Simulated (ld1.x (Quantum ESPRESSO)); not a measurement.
lithium (Li): PAW pseudisation with PBE, non-relativistic reference atom.

Input for ld1.x (Quantum ESPRESSO) 7.5:

```
&input
   title='Li', zed=3., rel=0, dft='PBE', iswitch=3,
   config='[He] 2s1 2p0 3d-2',
   nld=3, rlderiv=5.10, eminld=-2.0, emaxld=5.0, deld=0.02
 /
 &inputp
   pseudotype=3, lpaw=.true., tm=.true., lloc=-2, rcloc=2.95,
   nlcc=.true., new_core_ps=.true., rcore=1.65,
   which_augfun='BESSEL', rmatch_augfun=2.55,
   file_pseudopw='Li.UPF', file_wfcaegen='ae.wfc', file_wfcncgen='nc.wfc', file_beta='beta', file_chi='chi', file_wfcusgen='us.wfc'
 /
6
2S  1  0   1.00   0.00  2.65  3.65  0.0
2S  1  0   0.00   0.95  2.65  3.65  0.0
2P  2  1   0.00   0.00  3.40  4.70  0.0
2P  2  1   0.00   2.95  3.40  4.70  0.0
3D  3  2  -2.00  -0.20  3.20  4.10  0.0
3D  3  2  -2.00   2.35  3.20  4.10  0.0
 &test
   configts(1)='2s1 2p0'
 /
```

Command:

```bash
ld1.x < Li.in > Li.out
```

The program printed (shortened: banner, matrices, multipoles, cross overlaps and the repeated all-electron block are left out):

```
[... start of the log left out ...]

     s(1S/1S) =  1.000000  <r> =   0.5820  <r2> =    0.4658  r(max) =   0.3593
     s(2S/2S) =  1.000000  <r> =   3.9075  <r2> =   18.2033  r(max) =   3.1233
     s(2P/2P) =  1.000000  <r> =   5.0406  <r2> =   31.4558  r(max) =   3.8148

     ------------------------ End of All-electron run ------------------------

     --------------------- Generating PAW atomic setup --------------------

      Generating local potential from pseudized AE potential:
      Matching radius rcloc =   2.9500
      Enforcing V''(0)=0 (lloc=-2)

      Local pseudo, rcloc= 2.934 Estimated cut-off energy=     3.17 Ry

      Computing core charge for nlcc:

       r > 1.65 : true rho core
      Core charge pseudized with two Bessel functions
      Integrated core pseudo-charge :   0.48
      Wfc-us  2S rcutus= 3.674  Estimated cut-off energy=     9.26 Ry
      Wfc-us  2S rcutus= 3.674  Estimated cut-off energy=     7.84 Ry
      Wfc-us  2P rcutus= 4.718  Estimated cut-off energy=     3.44 Ry
      Wfc-us  2P rcutus= 4.718  Estimated cut-off energy=     3.79 Ry
      Wfc-us  3D rcutus= 4.061  Estimated cut-off energy=    13.29 Ry
      Wfc-us  3D rcutus= 4.061  Estimated cut-off energy=     6.22 Ry

     Required augmentation: BESSEL   radius:    2.550000
     Suggested rho cutoff for augmentation:  15.18 Ry

 %%%%%%%%%%%%%%%%%%%%%%%%%%%%%%%%%%%%%%%%%%%%%%%%%%%%%%%%%%%%%%%%%%%%%%%%%%%%%%
     Error in routine new_paw_hamiltonian (1):
     negative rho
 %%%%%%%%%%%%%%%%%%%%%%%%%%%%%%%%%%%%%%%%%%%%%%%%%%%%%%%%%%%%%%%%%%%%%%%%%%%%%%

     stopping ...
```

The run stopped because the spherical valence density built from the smooth waves and the augmentation charge turned negative at some radius.

The run took about 0.09 s on one core of a shared server CPU.
